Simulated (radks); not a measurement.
Se27+, 7 electrons, occupied as [He] 2s2 2p3. Calculated with a radial shooting solver on a logarithmic mesh with Libxc functionals: non-relativistic Kohn-Sham, exchange-only LDA, spin-polarised, spherical densities, point nucleus; open shells are filled with parallel spins first.

Normalised radial functions P(r) = r R(r), r in bohr:

```
   r/bohr * 2p up, o 2p down (the largest magnitude, 2.41, reaches the edge; | marks zero, & curves that meet)
 0.002624 &
 0.003528 &
 0.004705 |&
 0.006275 |&
  0.00837 | &
  0.01116 |  &
  0.01501 |    &
  0.02002 |       &
   0.0267 |           &
  0.03561 |                  &
   0.0475 |                          o*
  0.06335 |                                     &
  0.08517 |                                               &
   0.1136 |                                                      &
   0.1515 |                                                     &
   0.2021 |                                           &
   0.2695 |                           &
   0.3624 |           *o
   0.4833 |   &
   0.6446 |&
```

2p up: eigenvalue -2900.0 eV, 0 radial nodes, <r> = 0.162 bohr, 90 % of the charge inside 0.261 bohr. 2p down (empty): eigenvalue -2852.8 eV, 0 radial nodes, <r> = 0.163 bohr, 90 % of the charge inside 0.263 bohr.
